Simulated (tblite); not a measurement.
Compound: C₆H₁₁OS (charge -1).
Structure used (GFN2-xTB), in Å, numbered top down from 1:
```
atom  x, y, z in Å
C1    -1.666   -1.352    0.734
C2    -1.586   -0.035   -0.045
O3    -1.562    1.063    0.834
C4    -0.388   -0.016   -1.015
C5     0.933   -0.139   -0.294
C6     2.191    0.462   -0.865
C7     1.575    1.049    0.381
S8     2.296    0.893    1.988
H9    -0.820   -1.426    1.412
H10   -2.581   -1.376    1.323
H11   -1.657   -2.202    0.054
H12   -2.512    0.090   -0.628
H13   -0.690    1.068    1.260
H14   -0.512   -0.830   -1.740
H15   -0.412    0.930   -1.564
H16    1.078   -1.091    0.208
H17    2.119    1.019   -1.793
H18    3.105   -0.107   -0.763
H19    1.079    2.009    0.225
```

Computed with GFN2-xTB (tblite): harmonic, unscaled wavenumbers at the GFN2-xTB geometry, gas phase. The method is semi-empirical: single wavenumbers can be off by several per cent or more. One conformer, not necessarily the lowest.

Harmonic wavenumbers (cm⁻¹): 43.5, 79.5, 130.6, 222.1, 240.4, 271.6, 326.1, 353.4, 398.2, 431.0, 543.5, 597.5, 685.7, 810.8, 861.1, 886.5, 903.0, 960.4, 978.8, 992.8, 1024.1, 1052.5, 1054.2, 1081.1, 1113.0, 1128.1, 1167.3, 1203.9, 1236.2, 1240.3, 1256.8, 1305.3, 1327.3, 1370.0, 1387.8, 1395.8, 1458.5, 1478.4, 1489.2, 1504.1, 2869.0, 2889.9, 2891.5, 2955.1, 3003.3, 3019.1, 3023.0, 3025.7, 3050.8, 3064.7, 3438.2.

A = 2560, B = 1060, C = 902.0 MHz; mass 131.053 u (most abundant isotopes); point group C1, symmetry number 1.

**Question.** What is the zero-point energy?

**Answer.** Half the sum of the wavenumbers: 34610 cm⁻¹ = 98.96 kcal/mol.

**Question.** Entropy at 200 K, 1 bar (ideal gas, RRHO, classical rotation)?

**Answer.** Translation 38.57, rotation 28.07, vibration 15.73: S = 82.4 cal/(mol K).

**Question.** And Cp and H(200 K) − H(0)?

**Answer.** Cp = 25.69 cal/(mol K), of which vibrations give 17.74 (their classical limit is 51 R = 101.3); H(200 K) − H(0) = 3.32 kcal/mol without the zero-point energy, 1.73 from vibrations.

**Question.** Blend soft modes into free rotors: weight 1/[1 + (100 cm⁻¹/ν̃)⁴] for the oscillator and the rest for a rotor with moment μB/(μ + B), μ = h/(8π²ν), B = 10⁻⁴⁴ kg m². What vibrational entropy results?

**Answer.** 14.49 cal/(mol K) in place of 15.73, which changes −T·S at 200 K by +0.25 kcal/mol.

**Question.** Which modes carry the vibrational entropy at 200 K?

**Answer.** 43.5 cm⁻¹: 4.30; 79.5 cm⁻¹: 3.12; 130.6 cm⁻¹: 2.18; 222.1 cm⁻¹: 1.25; 240.4 cm⁻¹: 1.13; 271.6 cm⁻¹: 0.94 cal/(mol K); the other 45 give 2.79 together.

Hindered rotation and anharmonicity are outside this model. Other conformers, if any are populated, would add a mixing term that is left out. The structure is chiral; the term R ln 2 for an equal mix with its mirror image is left out.

Time: 1.1 s. Hardware: one thread, Intel Xeon Platinum 8259CL at 2.50 GHz (x86_64), shared host with 96 logical CPUs at a one-minute load of 49. The figure is for the frequency step alone.
